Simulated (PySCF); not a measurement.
Pd: ionisation energy

Pd [Kr] 4d10 (1S) → Pd⁺ [Kr] 4d9 (2D), as a difference of total energies. Computed with PySCF 2.14 in aug-cc-pVTZ-DK (9s8p6d3f2g, 102 functions), with scalar relativity by spin-free X2C-1e. Correlated levels: valence: [Kr] frozen. The calculations carry no spin-orbit coupling.

| method | ionisation energy (eV) |
| --- | --- |
| UHF | 6.256 |
| MP2 (valence) | 8.721 |
| SCS-MP2 (valence) | 8.475 |
| CCSD (valence) | 8.112 |
| CCSD(T) (valence) | 8.334 |

Problem. How much does correlation contribute at CCSD(T) (valence)?

Solution. 8.334 − (6.256) = 2.078 eV, measured against UHF.

A first-order spin-orbit estimate (lowest level to lowest level, LS coupling) adds -0.187 eV.

Errors of the correlated levels include the incompleteness of this basis and the frozen core.

For comparison: 8.337 eV (measured; NIST Atomic Spectra Database, ionization energies).
